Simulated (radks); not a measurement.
Task: Isoelectronic series with 7 electrons, each ion in its NIST ground configuration. Method: Dirac Kohn-Sham, PBE, spin-unpolarised, spherical densities, finite nucleus; open shells are shared between the two j in proportion to 2j + 1; Fermi nuclear charge, rms radius of each element as measured or else 0.836 A^(1/3) + 0.57 fm; computed with a radial shooting solver on a logarithmic mesh with Libxc functionals. Total energies (hartree) and orbital eigenvalues (Ry):

ion,configuration,E (hartree),2p3/2,2p1/2,2s1/2,1s1/2
N,[He] 2s2 2p3,-54.45303,-0.52060,-0.52201,-1.36578,-28.27583
O+,[He] 2s2 2p3,-74.39801,-1.79589,-1.79912,-2.91515,-39.21531
F2+,[He] 2s2 2p3,-97.62118,-3.59939,-3.60577,-4.99717,-52.20119
Ne3+,[He] 2s2 2p3,-124.11941,-5.91618,-5.92755,-7.59551,-67.21663
Mg5+,[He] 2s2 2p3,-186.94725,-12.07040,-12.09964,-14.32258,-103.3199
Al6+,[He] 2s2 2p3,-223.28407,-15.90365,-15.94721,-18.44840,-124.4077
Si7+,[He] 2s2 2p3,-262.90929,-20.23962,-20.30219,-23.08216,-147.5218
P8+,[He] 2s2 2p3,-305.82877,-25.07779,-25.16497,-28.22435,-172.6653
Cl10+,[He] 2s2 2p3,-401.57704,-36.25971,-36.41704,-40.03738,-229.0552

Estimate the row of S9+ ([He] 2s2 2p3).

Result: E (hartree) -352.04898; 2p3/2 -30.41788; 2p1/2 -30.53627; 2s1/2 -33.87575; 1s1/2 -199.8418.
